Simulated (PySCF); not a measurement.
Gas-phase XPS of perfluoroethane, computed

Species: perfluoroethane, C2F6.
Atom-mapped SMILES: `[F:1][C:2]([F:3])([F:4])[C:5]([F:6])([F:7])[F:8]`

The calculation used delta-SCF UKS SCAN, pcX-2 on the ionised atom, pcseg-1 elsewhere, spin-free X2C in PySCF. These are vertical core ionisation energies against the vacuum level, from separate self-consistent calculations with and without the core hole.

What binding energy does each computed site have?

```
atom(s)  bonded to  level  binding energy (eV)  count
F1 (×6)          C   F 1s               695.17      6
  C2/C5  3 F and C   C 1s               299.76      2
```

Which effective nuclear charge Zeff reproduces each element's mean 1s value in the hydrogen-like formula E = 13.606 eV × Zeff²?

C (Z = 6): mean 299.8 eV, Zeff = 4.69, Z − Zeff = 1.31; F (Z = 9): mean 695.2 eV, Zeff = 7.15, Z − Zeff = 1.85. Means run over the listed sites, weighted by atom count.

Atoms equivalent by their bonding share one computed value, that of the first of them. Geometry: GFN2-xTB; no solvent, vibrations or thermal averaging.

Shape of the structure used: `[F:1][C:2]([F:3])([F:4])[C:5]([F:6])([F:7])[F:8]`: F1–C2–C5–F6 -60°.
